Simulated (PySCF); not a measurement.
C₃H₄ClF, SMILES Cl/C(=C/F)C. Atoms are numbered in the order given.

```xyz
9

C     -1.6316    -0.1900     0.0000
C     -0.1596     0.0180     0.0000
Cl     0.3904     1.6645     0.0000
C      0.7621    -0.9471     0.0000
F      0.4151    -2.2322     0.0000
H     -2.0889     0.2736    -0.8881
H     -1.8602    -1.2639     0.0000
H     -2.0889     0.2736     0.8881
H      1.8406    -0.7750     0.0000
```
Charge 0, spin multiplicity 1.

Geometry optimised at PBE0-D3(BJ)/def2-SVP.

Two levels are set side by side: PBE/pcSseg-1 (PySCF) and PBE0/pcSseg-1 (PySCF). GIAO shifts against CFCl3 (¹⁹F), HCl (³⁵Cl), TMS (¹H), TMS (¹³C) at the same level; non-relativistic, no solvent, atoms listed together averaged. Without spin–orbit terms, shifts of atoms bonded to Cl or Br come out too high at both levels. Differences are taken from unrounded values.

```
quantity                 PBE
--------------------  ------
δ(¹³C) of C1 (ppm)      20.9
δ(¹³C) of C2 (ppm)     132.1
δ(³⁵Cl) of Cl3 (ppm)   197.4
δ(¹³C) of C4 (ppm)     155.1
δ(¹⁹F) of F5 (ppm)    -142.6
δ(¹H) of H9 (ppm)       7.22
```

Question: These are the PBE values. What does PBE0 give? (The exact figures need the calculation; the answer reports its results.)

Answer: 
| quantity | PBE0 | PBE minus PBE0 |
|---|---|---|
| δ(¹³C) of C1 (ppm) | 20.5 | 0.4 |
| δ(¹³C) of C2 (ppm) | 133.3 | -1.2 |
| δ(³⁵Cl) of Cl3 (ppm) | 172.0 | 25.4 |
| δ(¹³C) of C4 (ppm) | 156.7 | -1.7 |
| δ(¹⁹F) of F5 (ppm) | -134.5 | -8.1 |
| δ(¹H) of H9 (ppm) | 7.23 | 0.00 |

Rough cost on one machine, each run with all the roots and properties that it gave: PBE0 against PBE within a factor of 2.
